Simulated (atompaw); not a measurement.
Reading a pseudo-wave (tantalum)

Columns: radius, all-electron u(r) and pseudo u(r) of the 6s shell (level -5.47 eV) of tantalum in the configuration [Kr] 4d10 4f14 5s2 5p6 5d3 6s2 6p0; PBEsol, scalar-relativistic, PAW (atompaw) scheme, atompaw 4.2.0.5.

```tsv
r (bohr)	all-electron	pseudo
0.069	0.0617	-0.0909
0.138	-0.1192	-0.1784
0.208	-0.0498	-0.2604
0.277	0.1034	-0.3316
0.346	0.1787	-0.3910
0.415	0.1551	-0.4369
0.485	0.0679	-0.4684
0.554	-0.0391	-0.4843
0.623	-0.1388	-0.4855
0.692	-0.2166	-0.4729
0.762	-0.2677	-0.4473
0.831	-0.2906	-0.4111
0.900	-0.2896	-0.3659
0.969	-0.2686	-0.3138
1.038	-0.2322	-0.2564
1.108	-0.1838	-0.1947
1.177	-0.1284	-0.1320
1.246	-0.0684	-0.0684
1.315	-0.0062	-0.0051
1.385	0.0571	0.0581
1.454	0.1182	0.1186
1.523	0.1769	0.1770
1.592	0.2324	0.2324
1.662	0.2851	0.2851
1.731	0.3331	0.3331
1.800	0.3769	0.3769
```

(1) How many radial nodes do the two functions have?

(2) At about which radius was the pseudo-wave matched?

(3) Is the pseudo-wave norm-conserving?

## Answers

(1) The all-electron 6s function has n − l − 1 = 5 (the table is too coarse to show those close to the nucleus); the pseudo-wave has 1, since 1 lower shell of the same l stays in the valence.

(2) 1.60 bohr. The columns agree to 0.0005 from 1.45 bohr on; several derivatives are matched, so the curves merge somewhat inside the radius.

(3) No, it belongs to a PAW set: the norm inside the radius is not constrained, and the difference is carried by the augmentation charge.
